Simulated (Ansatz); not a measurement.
Correlation energies of BrFGa (`[F][Ga][Br]`) radical by basis set

```csv
atom,x (Å),y (Å),z (Å)
F1,1.6707,0.1673,-0.0349
Ga2,-0.0014,0.6933,-0.1760
Br3,-1.6693,-0.8606,0.2109
```

The species carries charge 0 and has multiplicity 2. Correlated methods include outer-core shells of Br, Ga, which these sets cover unevenly. Scalar relativity is left out up to krypton. Geometry: relaxed with PBE0-D4/def2-TZVP. Frozen core, unrestricted reference, the Gaussian-basis code of Ansatz.

| basis | HF (Eh) | MP2 corr. | CCSD corr. | (T) | CCSD(T) total |
| --- | --- | --- | --- | --- | --- |
| def2-SVP | -4594.54116 | -0.60302 | -0.59596 | ? | ? |
| def2-TZVPP | ? | -0.71823 | -0.71665 | -0.02567 | ? |
| def2-QZVPP | -4595.33033 | ? | -1.26119 | ? | ? |

Q: Fill in the withheld values. (An estimate is asked.)

A: Computed: def2-SVP (T): -0.01468; def2-SVP CCSD(T) total: -4595.15180; def2-TZVPP HF (Eh): -4595.23570; def2-TZVPP CCSD(T) total: -4595.97802; def2-QZVPP MP2 corr.: -1.30545; def2-QZVPP (T): -0.03555; def2-QZVPP CCSD(T) total: -4596.62707.
